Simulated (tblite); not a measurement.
Run record: tight-binding relaxation, `Cl[CH2][GeH2][C]1=CC=CC=N1`.

Computed with GFN2-xTB geometry optimisation, gas phase (tblite 0.8.0). Start geometry: from a force field or distance geometry. The command runs a driver script over a list of jobs; the input below is this job's line of settings and its coordinates in Å.

Command:
```bash
OMP_NUM_THREADS=1 python probes_run.py task.json out
```

Input:
```
{"job": {"kind": "relax", "xc": "GFN2-xTB", "basis": "xTB"}, "charge": 0, "multiplicity": 1}
Cl    -2.604000     1.181600     1.581100
C     -2.877400    -0.215400     0.513100
Ge    -1.700500    -0.091300    -1.026500
C      0.120000    -0.102300    -0.464200
C      0.766500     1.080100    -0.104400
C      2.084200     1.034700     0.334500
C      2.743900    -0.190700     0.441400
C      2.065600    -1.358800     0.107900
N      0.777400    -1.300800    -0.330300
H     -3.934800    -0.242300     0.194800
H     -2.643400    -1.153000     1.077400
H     -1.972600    -1.294800    -1.968900
H     -2.007700     1.235400    -1.774400
H      0.258700     2.031100    -0.192900
H      2.601000     1.958000     0.605400
H      3.764300    -0.239100     0.805500
H      2.551700    -2.320300     0.190700
```

Output:
```
step      E/eV     max force
  0    -715.05986    2.910
  1    -715.23703    0.881
  2    -715.27572    0.618
  3    -715.29988    0.382
  4    -715.31154    0.334
  5    -715.32003    0.188
  6    -715.32324    0.147
  7    -715.32566    0.161
  8    -715.32803    0.132
  9    -715.33029    0.105
... (29 lines left out)
 39    -715.34678    0.025
 40    -715.34685    0.021
 41    -715.34691    0.016
 42    -715.34696    0.016
 43    -715.34700    0.015
 44    -715.34704    0.017
 45    -715.34709    0.014
 46    -715.34712    0.014
 47    -715.34714    0.014
 48    -715.34716    0.009
```

«max force» is the largest atomic force in eV/Å.

**Question.** From which step on does the largest force stay under 0.1 eV/Å, and how much energy is left to gain from there?

**Answer.** From step 10 (0.094 eV/Å), 15.2 meV above the end.

Summary of the converged run: energy lowered by 6.6 kcal/mol over 48 steps; largest atomic force 0.009 eV/Å at the end.

**Question.** Where do the atoms end?

**Answer.** 0.097 Å rms from the input after alignment:
```
atom  x, y, z in Å
Cl1   -2.5486    1.1497    1.5207
C2    -2.8680   -0.2789    0.5107
Ge3   -1.6875   -0.1197   -1.0789
C4     0.1649   -0.0208   -0.4554
C5     0.8296    1.1448   -0.1031
C6     2.1299    1.0572    0.3645
C7     2.7170   -0.1944    0.4611
C8     1.9698   -1.3017    0.0877
N9     0.7295   -1.2198   -0.3588
H10   -3.9283   -0.2727    0.2710
H11   -2.6458   -1.1568    1.1127
H12   -1.8672   -1.3270   -1.9483
H13   -2.1142    1.1209   -1.8140
H14    0.3251    2.0965   -0.1941
H15    2.6760    1.9462    0.6479
H16    3.7291   -0.3098    0.8173
H17    2.3816   -2.3016    0.1492
```

Hardware: one thread, Arm Neoverse N1 (aarch64), shared host with 64 logical CPUs at a one-minute load of 53. Cost: 0.69 s wall.
Labels such as C1 count atoms from 1, the log's own numbers from 0.
